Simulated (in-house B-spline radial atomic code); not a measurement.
Ionising the boron ion B³⁺ with different functionals

Computed with a B-spline radial code for spherical atoms: non-relativistic Hamiltonian, point nucleus, spin-polarised at highest spin, spherical fractional occupations for the functionals, and exact exchange of hybrids averaged over the configuration. The ionisation energy is the difference of two self-consistent energies, 1s2 → 1s1, without Breit or QED terms; ε is the level of the shell that loses the electron (its least bound occupied spin orbital).

| method | rung | ΔSCF (eV) | -ε(1s) (eV) |
| --- | --- | --- | --- |
| PBE0 | global hybrid | 258.84 | 238.60 |
| B3LYP | global hybrid | 259.50 | 237.64 |
| TPSSh | global hybrid | 259.53 | 236.13 |
| M06-2X | global hybrid | 259.71 | 245.54 |
| BHandHLYP | global hybrid | 259.44 | 246.30 |
| r2SCAN0 | global hybrid | 259.37 | 240.81 |
| B97-1 | global hybrid | 259.53 | 237.78 |
| HSE06 | range-separated hybrid | 258.89 | 238.21 |
| wB97X | range-separated hybrid | 260.01 | 240.01 |
| CAM-B3LYP | range-separated hybrid | 259.20 | 239.53 |
| LC-wPBE | range-separated hybrid | 258.84 | 237.42 |

(1) Among the functionals, which spreads more, the ΔSCF values or the orbital energies?

(2) How do they compare with the NIST value?

Answers

(1) The orbital energies: ΔSCF values span about 1.17 eV and the orbital energies 10.17 eV; here energy differences depend much less on the functional than eigenvalues do.

(2) NIST lists 259.374 eV (tabulated theory, ground level to ground level). Errors run from -0.54 to +0.63 eV; r2SCAN0 is closest (+0.00 eV), but part of that can be cancellation, since the calculations leave out relativity, Breit-QED terms.
